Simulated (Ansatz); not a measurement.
Total energies of Cu(PH3)H (CuPH4) from Ansatz at r2SCAN-D4/def2-TZVP, gas phase (1 Eh = 27.2114 eV = 2625.5 kJ/mol). The reference geometry is relaxed at PBE0-D4/def2-TZVP.

```tsv
state	geometry	energy (Eh)
charge 0 singlet	reference	-1984.24153
charge 1 doublet	reference	-1983.93104
free Cu atom (doublet)	–	-1640.46806
free P atom (quartet)	–	-341.23792
free H atom (doublet)	–	-0.49993
```

Problem. Work out the vertical ionisation energy to the doublet.

Solution. E(charge 1 doublet) − E(charge 0 singlet) = -1983.93104 − (-1984.24153) = 0.31049 Eh = 8.45 eV. For comparison, −ε of the highest occupied level is 5.22 eV at this level, 3.23 eV less.

Problem. What is the binding energy per atom against free atoms?

Solution. Atoms: 1 × (-1640.46806) + 1 × (-341.23792) + 4 × (-0.49993) = -1983.70570 Eh. Binding: -1983.70570 − (-1984.24153) = 0.53583 Eh = 14.58 eV, or 2.43 eV for each of 6 atoms (no zero-point energy, no counterpoise term).
